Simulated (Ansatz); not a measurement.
Input for Ansatz (a first-principles code): R-CCSD(T)/def2-TZVPP on F6HSb. Elements past Kr take the def2 small-core potentials; no spin–orbit coupling.

Ansatz 0.2 input:
```yaml
crystal:
  periodic: [false, false, false]
  atoms:
    - {symbol: Sb, position_ang: [-0.13802944, 0.00000000, 0.54686760]}
    - {symbol: F, position_ang: [1.69132728, 0.00000000, 0.06684122]}
    - {symbol: F, position_ang: [-1.98755231, 0.00000000, 0.27556576]}
    - {symbol: F, position_ang: [-0.12675737, 1.85692576, 0.29587679]}
    - {symbol: F, position_ang: [-0.12675737, -1.85692576, 0.29587679]}
    - {symbol: F, position_ang: [-0.01779839, -0.00000000, 2.40219184]}
    - {symbol: F, position_ang: [-0.10148799, -0.00000000, -1.82660632]}
    - {symbol: H, position_ang: [0.80705559, 0.00000000, -2.05631368]}
basis:
  gaussian:
    orbitals: def2-TZVPP
magnetization: {spin_polarized: false}
correlation: {method: ccsd_t, electrons: outside_noble_gas}
scf: {lower_state_search: off}
```

The log:

```
WARN ansatz: RAYON_NUM_THREADS=4 ignored (pool sized by the plan → 4); use --threads N
Functional definition: HF
these checks for a lower state are left out or cut short: stability, starts, cluster_reference, orbital_swaps, neighbouring_geometries, increment
integrals: 1.52 GiB planned
1777 factors; integrals over basis functions are off by at most 1.1e-3 eV
mean field: 1.27 GiB planned
mean field evaluation 1: about -22765.2110 eV, gradient 6.2e1 eV
mean field evaluation 2: about -22765.4714 eV, gradient 6.2e1 eV
mean field evaluation 4: about -22771.1716 eV, gradient 2.8e0 eV
mean field evaluation 8: about -22771.2240 eV, gradient 3.3e-1 eV
mean field evaluation 16: about -22771.2242 eV, gradient 2.1e-6 eV
mean field -22771.22424310 eV, -836.8270560436 hartree, gradient 2.1e-6 eV, S^2 0.000000; 0 other end points of the search recorded, 0 dependent functions left out
15 core orbitals not correlated
reference -22771.22424310 eV, -836.8270560436 hartree; 24, 24 occupied and 211, 211 virtual orbitals, 1777 factors
second order -45.80146228 eV of doubles, -0.00000000 eV of singles
coupled cluster: 3.94 GiB planned
cycle   1  -44.42026454 eV  change     1.4e0 eV  update   1.4e-1
cycle   2  -45.32951682 eV  change   -9.1e-1 eV  update   4.6e-2
cycle   3  -45.54222230 eV  change   -2.1e-1 eV  update   1.9e-2
cycle   4  -45.51770801 eV  change    2.5e-2 eV  update   4.2e-3
cycle   5  -45.51023490 eV  change    7.5e-3 eV  update   1.5e-3
cycle   6  -45.51154269 eV  change   -1.3e-3 eV  update   5.1e-4
cycle   7  -45.51160722 eV  change   -6.5e-5 eV  update   1.4e-4
cycle   8  -45.51143290 eV  change    1.7e-4 eV  update   4.8e-5
cycle   9  -45.51140573 eV  change    2.7e-5 eV  update   1.3e-5
perturbative correction -1.37357022 eV, -0.0504777744 hartree
Total energy: -22818.10921904 eV, -838.5500471297 hartree
Checks for a lower state left out: stability, starts, cluster_reference, orbital_swaps, neighbouring_geometries, increment
```

The calculation finished and met its thresholds.

Cost: roughly 8 core-minutes.
